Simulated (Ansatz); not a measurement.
Relaxation of F$_{5}$HW (7 atoms, charge 0, multiplicity 1), to a largest force component of 0.03 eV/Å in at most 50 steps.

All numbers below come from RKS B3LYP-D4/def2-SVP (Ansatz).

```xyz
7
Properties=species:S:1:pos:R:3
W -0.549 -0.009 -0.372
H 1.510 0.053 1.701
F 2.153 -0.002 1.036
F -0.380 1.794 -0.021
F -2.320 0.002 0.149
F -0.427 -1.826 -0.086
F 0.822 -0.012 -1.598
```

Problem. Where does it end, and by what steps?

Solution. The forces met the threshold. After 9 steps the energy has fallen by 0.036 eV; H2 moved furthest, 0.43 Å.

```tsv
step	energy less start (eV)	largest force component (eV/Å)	accepted
0	0.0000	0.193	yes
1	0.0176	1.672	no
2	-0.0095	0.433	yes
3	-0.0181	0.581	yes
4	-0.0207	0.252	yes
5	-0.0074	1.594	no
6	-0.0312	0.227	yes
7	-0.0301	0.096	no
8	-0.0350	0.063	yes
9	-0.0355	0.023	yes
```

```xyz
7
Properties=species:S:1:pos:R:3
W -0.599 -0.005 -0.380
H 1.896 0.021 1.881
F 2.031 0.003 0.963
F -0.470 1.805 -0.045
F -2.406 0.000 -0.006
F -0.484 -1.820 -0.068
F 0.839 -0.004 -1.534
```

Time of the run: 35 s on 2 threads of Arm Neoverse V2, with other jobs on the host, peak memory 0.24 GiB.
